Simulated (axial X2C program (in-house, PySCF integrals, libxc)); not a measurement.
Bond lengths and stretching modes, held linear, of HHfF

Computed with an in-house all-electron X2C program for linear molecules (integrals from PySCF): two-component X2C with atomic mean-field Coulomb and Gaunt terms, Gaussian nuclei, basis H dyall-v3z, Hf dyall-v3z, F dyall-av3z with contracted cores. Spin-free rows use the one-electron spin-free X2C Hamiltonian.

Masses H 1.008, Hf 179.947, F 18.998 u. States: 2c Ω = 1 (beyond evenly filled blocks: ω = -1/2, ω = 3/2); spin-free M_S = 0, Λ = 0 (closed shell).

MP2, spin-free: energies above the lowest point

| r(H–Hf) (Å) | r(Hf–F) (Å) | E (meV) |
| --- | --- | --- |
| 1.8905 | 1.8710 | 31.35 |
| 1.8905 | 1.9190 | 0.00 |
| 1.8905 | 1.9670 | 27.34 |
| 1.9390 | 1.8710 | 37.74 |
| 1.9390 | 1.9190 | 12.14 |
| 1.9390 | 1.9670 | 44.71 |
| 1.9390 | 2.0150 | 122.55 |
| 1.9875 | 1.8710 | 65.37 |
| 1.9875 | 1.9190 | 45.16 |
| 1.9875 | 1.9670 | 82.63 |
| 2.0360 | 1.9190 | 95.75 |
| 2.0360 | 2.0150 | 224.34 |

Problem. Fit a quadratic surface with cubic terms in each bond: where is the minimum, and what are the two stretching wavenumbers?

Solution. At MP2, spin-free: bonds 1.889 and 1.919 Å; harmonic stretches 625.4 and 1657.0 cm⁻¹; force constants 1.62, 4.03 and coupling 0.34 mdyn/Å.

The other levels and Hamiltonians give:

```json
{"Hamiltonian": "2c", "level": "PBE0", "r(H–Hf) (Å)": "1.938", "r(Hf–F) (Å)": "1.922", "lower stretch (cm⁻¹)": "602.3", "upper stretch (cm⁻¹)": "1545.6"}
{"Hamiltonian": "2c", "level": "HF", "r(H–Hf) (Å)": "1.959", "r(Hf–F) (Å)": "1.942", "lower stretch (cm⁻¹)": "602.2", "upper stretch (cm⁻¹)": "1580.0"}
{"Hamiltonian": "2c", "level": "LDA", "r(H–Hf) (Å)": "1.939", "r(Hf–F) (Å)": "1.893", "lower stretch (cm⁻¹)": "618.9", "upper stretch (cm⁻¹)": "1498.1"}
{"Hamiltonian": "2c", "level": "MP2", "r(H–Hf) (Å)": "1.934", "r(Hf–F) (Å)": "1.936", "lower stretch (cm⁻¹)": "599.1", "upper stretch (cm⁻¹)": "1603.3"}
{"Hamiltonian": "spin-free", "level": "PBE0", "r(H–Hf) (Å)": "1.890", "r(Hf–F) (Å)": "1.910", "lower stretch (cm⁻¹)": "623.1", "upper stretch (cm⁻¹)": "1608.3"}
{"Hamiltonian": "spin-free", "level": "HF", "r(H–Hf) (Å)": "1.906", "r(Hf–F) (Å)": "1.925", "lower stretch (cm⁻¹)": "625.1", "upper stretch (cm⁻¹)": "1645.9"}
{"Hamiltonian": "spin-free", "level": "LDA", "r(H–Hf) (Å)": "1.888", "r(Hf–F) (Å)": "1.889", "lower stretch (cm⁻¹)": "636.8", "upper stretch (cm⁻¹)": "1575.9"}
```

Each state is one determinant, the lowest of a limited PBE0 search; the stretches come from a fit to these few points and carry an uncertainty of a few per cent. Other orders of the atoms were not compared. MP2 freezes inner shells (threshold -2 hartree). The molecule was held linear; bending was not examined, so a bent shape may lie lower. Open-shell Ω = 0 determinants with evenly filled partner blocks cannot be reached by this program, so the Ω shown need not be the lowest component. Note: several unpaired electrons, one determinant need not be a pure state.
